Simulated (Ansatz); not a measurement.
Input for Ansatz (a program for electronic structure): R-CCSD(T)/cc-pV(D+d)Z on AlH5Si (SMILES [AlH2][SiH3]), a point of a bond scan (R = 1.583 Å). Files ending in .json are basis or fitting sets from the Basis Set Exchange.

Ansatz 0.2 input:
```yaml
crystal:
  periodic: [false, false, false]
  atoms:
    - {symbol: Al, position_ang: [0.03394872, -0.60450630, -1.15927772]}
    - {symbol: H, position_ang: [-1.28812107, -0.73733980, -2.02062804]}
    - {symbol: H, position_ang: [1.38583772, -1.18780901, -1.74138382]}
    - {symbol: Si, position_ang: [-0.02792387, 0.52763245, 1.02391416]}
    - {symbol: H, position_ang: [-0.03926723, 2.00388745, 0.82696529]}
    - {symbol: H, position_ang: [1.14506402, 0.20807389, 1.87836413]}
    - {symbol: H, position_ang: [-1.25391258, 0.18491499, 1.79249452]}
basis:
  gaussian:
    orbitals: cc-pV_D+d_Z.json
    pivot_positions_ang: [[0.03394872, -0.60450630, -1.15927772], [-1.28812107, -0.73733980, -2.02062804], [1.38583772, -1.18780901, -1.74138382], [-0.02792387, 0.52763245, 1.02391416], [-0.03926723, 2.00388745, 0.82696529], [1.14506402, 0.20807389, 1.87836413], [-1.25391258, 0.18491499, 1.79249452]]
magnetization: {spin_polarized: false}
correlation: {method: ccsd_t, electrons: outside_noble_gas}
scf: {lower_state_search: off}
output: {orbitals: {seedname: ./end}}
```

Program output:

```
WARN ansatz: RAYON_NUM_THREADS=1 ignored (pool sized by the plan → 1); use --threads N
Functional definition: HF
these checks for a lower state are left out or cut short: stability, starts, cluster_reference, orbital_swaps, neighbouring_geometries, increment
integrals: 0.05 GiB planned
806 factors; integrals over basis functions are off by at most 3.2e-4 eV
mean field: 0.14 GiB planned
mean field evaluation 1: about -14522.8750 eV, gradient 1.2e1 eV
mean field evaluation 2: about -14522.8754 eV, gradient 1.2e1 eV
mean field evaluation 4: about -14523.8008 eV, gradient 5.9e-1 eV
mean field evaluation 8: about -14523.8037 eV, gradient 1.5e-4 eV
mean field -14523.80372718 eV, -533.7399423861 hartree, gradient 7.9e-7 eV, S^2 0.000000; 0 other end points of the search recorded, 0 dependent functions left out
10 core orbitals not correlated
reference -14523.80372718 eV, -533.7399423861 hartree; 6, 6 occupied and 55, 55 virtual orbitals, 806 factors
second order -4.73473157 eV of doubles, -0.00000000 eV of singles
coupled cluster: 0.15 GiB planned
cycle   1  -5.65610073 eV  change   -9.2e-1 eV  update   7.3e-2
cycle   2  -5.99193221 eV  change   -3.4e-1 eV  update   2.5e-2
cycle   3  -6.00002898 eV  change   -8.1e-3 eV  update   6.1e-3
cycle   4  -5.99809590 eV  change    1.9e-3 eV  update   2.1e-3
cycle   5  -5.99772393 eV  change    3.7e-4 eV  update   6.5e-4
cycle   6  -5.99759985 eV  change    1.2e-4 eV  update   1.9e-4
cycle   7  -5.99758586 eV  change    1.4e-5 eV  update   6.2e-5
cycle   8  -5.99760940 eV  change   -2.4e-5 eV  update   1.9e-5
cycle   9  -5.99760902 eV  change    3.8e-7 eV  update   6.6e-6
perturbative correction -0.12620764 eV, -0.0046380453 hartree
Total energy: -14529.92754384 eV, -533.9649884976 hartree
Checks for a lower state left out: stability, starts, cluster_reference, orbital_swaps, neighbouring_geometries, increment
```

Self-consistency was reached.

Cost: roughly 1.9 core-seconds.
